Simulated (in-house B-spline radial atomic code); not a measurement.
## RPA and G0W0 on TPSS: Tc⁺

Configuration [Kr] 4d5 5s1, highest spin, mean-field start TPSS. Computed with a B-spline radial code for spherical atoms: all electrons, scalar-relativistic (spin-free one-electron X2C), finite nucleus, each spin shell either full or empty, empty states to l = 9 with an (l + 1/2)⁻⁴ tail; G0W0 by contour deformation at full frequency.

RPA overbinds a lone outer s electron by self-correlation, and G0W0 tends to as well.

Command:
```bash
python run_gw.py task.json out
```
Settings (radii: box in bohr, nucleus in fm):
```
Z                        43
electrons                42
configuration            [Kr] 4d5 5s1
hamiltonian              x2c
method                   tpss,tpss
lmax                     9
rms_radius               4.41117
spin_polarised           True
box_radius               23.78
intervals                70
ion_configuration        [Kr] 4d5
```

Cost of the run: 9.2 s on 1 thread of Arm Neoverse V1, with other jobs on the host.

Energies (hartree):

| term | value |
| --- | --- |
| mean-field total | -4284.90933 |
| Hartree-Fock functional on these orbitals | -4282.87596 |
| direct second order | -3.5916 |
| second-order exchange | 1.059 |
| SOSEX correction | 0.9716 |

Task: What is the RPA correlation energy, and what remains with SOSEX?

Result: RPA gives -3.1308 hartree (-2.03 eV per electron); RPA + SOSEX gives -2.1592, and the second-order doubles -2.5327 hartree (no singles). SOSEX takes back 31 % of the RPA value.

Quasi-particle levels (eV):

```csv
level,occupied,mean field,Σx - vxc,Σc,QP weight,G0W0
5s up,yes,-12.016,-2.58,?,?,?
4d down,no,-11.363,8.74,-4.78,0.837,-7.401
```

G0W0 = mean field + (Σx - vxc) + Σc, with Σc (partial-wave tail included) taken at the quasi-particle energy. Only the outer levels were computed. Levels of low weight are left out.

Task: Where does G0W0 put 5s up?

Result: At -15.881 eV, with Σc = -1.28 eV and a quasi-particle weight of 0.919. The tabulated removal energy is 15.260 eV (NIST, semi-empirical); the calculation leaves out spin-orbit coupling, Breit and QED terms, and what these don't explain is the method's own error.

Task: What does it cost to remove one electron (to [Kr] 4d5) by differences of total energies, each species on its own start (correlation terms add to the Hartree-Fock functional)?

Result: TPSS 15.332 eV, Hartree-Fock functional 14.176 eV, + RPA 15.814 eV, + RPA + SOSEX 14.982 eV, + second order 15.847 eV. Tabulated: 15.260 eV (NIST, semi-empirical); the calculation leaves out spin-orbit coupling, Breit and QED terms, and what these don't explain is the method's own error.
